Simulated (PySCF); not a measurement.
# Bond curve of GeBr

Set-up: Ge cc-pVDZ-PP with ECP10, Br cc-pVDZ-PP with ECP10; scalar-relativistic core potentials (PySCF 2.14). Energies in eV from Ge + Br in their ground configurations at the same level. State: ²Π (doublet), unpaired electrons π ↑.

```
R (Å)   B3LYP
2.018  -2.406
2.112  -3.013
2.206  -3.353
2.277  -3.483
2.347  -3.534
2.417  -3.525
2.511  -3.444
2.629  -3.270
2.769  -2.998
2.957  -2.591
```

Put a parabola through the three lowest points of the B3LYP curve and estimate Re, k and ωe (reduced mass 38.17 u; 1 eV/Å² = 0.16022 mdyn/Å; ωe = 1302.8·√(k/μ) cm⁻¹).

Through R = 2.277, 2.347, 2.417 Å the second-order coefficient is 6.12 eV/Å², so Re ≈ 2.372 Å, k ≈ 1.96 mdyn/Å and ωe ≈ 295 cm⁻¹. A polynomial fit of higher order to the unrounded B3LYP energies gives Re = 2.369 Å, k = 1.77 mdyn/Å, ωe = 280 cm⁻¹; anharmonicity and rounding make the difference.

The higher-order fit for each curve: B3LYP: Re = 2.369 Å, ωe = 280 cm⁻¹, De = 3.54 eV.

Spin–orbit coupling is left out. The state is the lowest determinant that a PBE0 search found; another state may lie lower at other levels.
